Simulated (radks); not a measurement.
The numbers below are computed, except where a source is named.
The nuclear charge of the fluorine ion F2+ is varied continuously with 7 electrons held in [He] 2s2 2p3. Code: a radial shooting solver on a logarithmic mesh with Libxc functionals. Model: scalar-relativistic Kohn-Sham, PBEsol, spin-unpolarised, spherical densities, finite nucleus; Fermi nuclear charge, rms radius 2.8976 fm. By the Hellmann-Feynman theorem dE/dZ = E(electron-nucleus)/Z, the electronic potential at the nucleus (averaged over a nucleus of fixed radius). The scalar-relativistic energy here is not variational (the density holds large components alone), so the two differ by a part that grows with Z.

| Z | E (hartree) | E(electron-nucleus)/Z (hartree) | HOMO | e(HOMO) (eV) | <r> HOMO (bohr) |
|---|---|---|---|---|---|
| 8.5 | -85.33011 | -23.1823 | 2p | -35.739 | 0.9910 |
| 8.75 | -91.22841 | -24.0008 | 2p | -42.089 | 0.9412 |
| 9 | -97.33136 | -24.8193 | 2p | -48.877 | 0.8965 |
| 9.25 | -103.63897 | -25.6377 | 2p | -56.102 | 0.8560 |
| 9.5 | -110.15124 | -26.4561 | 2p | -63.762 | 0.8192 |
| 9.75 | -116.86818 | -27.2746 | 2p | -71.856 | 0.7856 |
| 10 | -123.78982 | -28.0932 | 2p | -80.383 | 0.7547 |

The central difference of E at Z = 9 is -24.821 hartree, to compare with the third column; the second derivative is -3.27 hartree.
